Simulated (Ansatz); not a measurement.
Saddle point of CH6SZn, singlet (CH₄Zn ([CH3][ZnH]) + H₂S → CH₄SZn ([CH3][Zn][SH]) + H₂; bonds formed: Zn1–S5, H2–H4; bonds broken: Zn1–H2, H4–S5), PBE0-D4/def2-TZVP structure:

| atom | x (Å) | y (Å) | z (Å) |
| --- | --- | --- | --- |
| Zn1 | 0.0684 | -0.2116 | 0.3448 |
| H2 | 0.5945 | -0.2704 | 1.9825 |
| C3 | 0.0813 | -1.0178 | -1.4226 |
| H4 | -0.0314 | 0.6335 | 1.9791 |
| S5 | -1.0053 | 1.8178 | 1.3648 |
| H6 | -0.8877 | -1.4831 | -1.6173 |
| H7 | 0.2456 | -0.2466 | -2.1779 |
| H8 | 0.8588 | -1.7774 | -1.5135 |
| H9 | 0.0760 | 2.5558 | 1.0600 |

Energies are electronic, without zero-point energy. Barriers and step energies count from the start structure reached by relaxing down the imaginary mode; all methods use the PBE0-D4 structures, on which another method's saddle can fall below an end. Program: Ansatz 0.2.0. Basis: def2-TZVPP, with def2-QZVPP for the basis limit. Cores are frozen in the correlated methods. The 3s and 3p shells of Cu and Zn are frozen; filled d shells are correlated. B3LYP uses VWN-RPA correlation. Extrapolation: Hartree–Fock as exp(−7.88 √X), correlation as X^−2.97.

```tsv
method	barrier (kcal/mol)	step energy (kcal/mol)
SPW92	?	-12.74
PBE-D4	13.45	-15.94
BLYP-D4	17.29	-15.91
r2SCAN-D4	?	-16.30
B97M-V	17.96	-13.84
PBE0-D4	15.92	-15.90
B3LYP-D4	18.96	-15.73
r2SCAN0-D4	16.57	-16.28
BHLYP-D4	22.03	-15.55
CAM-B3LYP-D4	20.88	-14.70
wB97X-V	21.11	-15.41
wB97M-V	20.85	-15.31
B2PLYP	19.69	-16.84
PBE-QIDH	18.19	-16.77
RPA on PBE	21.66	-14.53
HF	?	-16.51
MP2	19.75	-17.90
CCSD	22.64	-15.45
CCSD(T)	20.72	-15.79
```

Task: Fill in the withheld barriers. (To be estimated.)

Result: The calculation gives: HF 29.37; SPW92 9.14; r2SCAN-D4 14.58 kcal/mol. Each is the energy of the saddle less that of the start structure, by the same method.

For comparison, the barrier by CCSD(T) at an estimated basis limit (MP2 extrapolated from triple and quadruple zeta, plus CCSD(T) − MP2 in triple zeta) is 19.14 kcal/mol.

T1 diagnostic: at most 0.014.

Exchanges of this kind with a chalcogen hydride build sulfide and selenide films.

Labels in which every atom is bracketed show which atoms are joined, not bond orders.

For scale, one of the runs: CCSD(T)/def2-TZVPP, 221 basis functions, launched by `ansatz run in.yaml --threads 4 --pin off --events-out ev --progress --plain --max-ram 9574MiB`. Time: 80 s of wall clock on 4 CPU threads of an Intel Xeon; the host was shared. Peak host memory: 3.2 GiB.
